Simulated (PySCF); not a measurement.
Compound: CH10GeSSi2.
Geometry (PBE0-D3(BJ)/def2-SVP, Å), atoms numbered from 1 in this order:
```
atom  x, y, z in Å
Si1    3.0681    0.1728    0.2622
S2     1.3330   -0.9610    0.8272
Si3   -0.1923    0.2086   -0.1555
C4    -1.8397   -0.5935    0.2034
Ge5   -3.3788    0.3450   -0.5720
H6     4.2340   -0.5074    0.8925
H7     3.2354    0.1976   -1.2221
H8     2.9741    1.5806    0.7532
H9     0.0734    0.2497   -1.6265
H10   -0.1582    1.6127    0.3579
H11   -1.8323   -1.6259   -0.1826
H12   -1.9832   -0.6516    1.2948
H13   -4.6786   -0.3883   -0.1935
H14   -3.2488    0.3861   -2.1057
H15   -3.4353    1.7877   -0.0366
```

Theory: core-valence-separated Tamm–Dancoff BHandHLYP/aug-pcX-1 (pcseg-1 on H, def2-SVPD on Ge, def2-SVPD on Si, def2-SVPD on S) in PySCF, non-relativistic, gas phase, PBE0-D3(BJ)/def2-SVP geometry. BHandHLYP without relativity tends to put these K edges a few eV too low, so spacings mean more than positions.

Question: List the carbon K-edge absorption lines.

Answer: 
```json
{"E (eV)": "285.21", "f": "0.0027", "core hole on": "C4", "main final orbital": "LUMO (63 %)"}
{"E (eV)": "285.64", "f": "0.0299", "core hole on": "C4", "main final orbital": "spread"}
{"E (eV)": "285.89", "f": "0.0073", "core hole on": "C4", "main final orbital": "LUMO+1 (47 %)"}
{"E (eV)": "286.04", "f": "0.0321", "core hole on": "C4", "main final orbital": "LUMO+6 (65 %)"}
{"E (eV)": "286.14", "f": "0.0351", "core hole on": "C4", "main final orbital": "spread"}
{"E (eV)": "286.85", "f": "0.0056", "core hole on": "C4", "main final orbital": "spread"}
{"E (eV)": "287.07", "f": "0.0022", "core hole on": "C4", "main final orbital": "LUMO+5 (38 %)"}
```

The first line with a tenth or more of the strongest one's intensity is at 285.64 eV (f = 0.030), with the hole on C4 (sp3 carbon bound to silicon). The strongest listed is at 286.14 eV (f = 0.035; C4).

Roots within 0.03 eV whose holes lie on the same, on equivalent or on shared atoms are summed into one line, and the highest roots are left out, as the search may have cut off their partners. Final orbitals are the ground state's empty Kohn–Sham orbitals.

Question: What are the wavelength and the wavenumber of the 286.14 eV line?

Answer: λ = 12398.42 eV Å/286.14 eV = 43.330 Å; 2.3079 × 10⁶ cm⁻¹.

Only the lowest roots of each edge were sought. The BHandHLYP/aug-pcX-1 (pcseg-1 on H, def2-SVPD on Ge, def2-SVPD on Si, def2-SVPD on S) calculation is non-relativistic and has no spin–orbit coupling, an omission that weighs most on germanium.

On one thread, Arm Neoverse N1 (aarch64), no GPU, shared host, this took 25 s wall and 0.87 GiB of memory at its peak.

One conformer stands for the species.
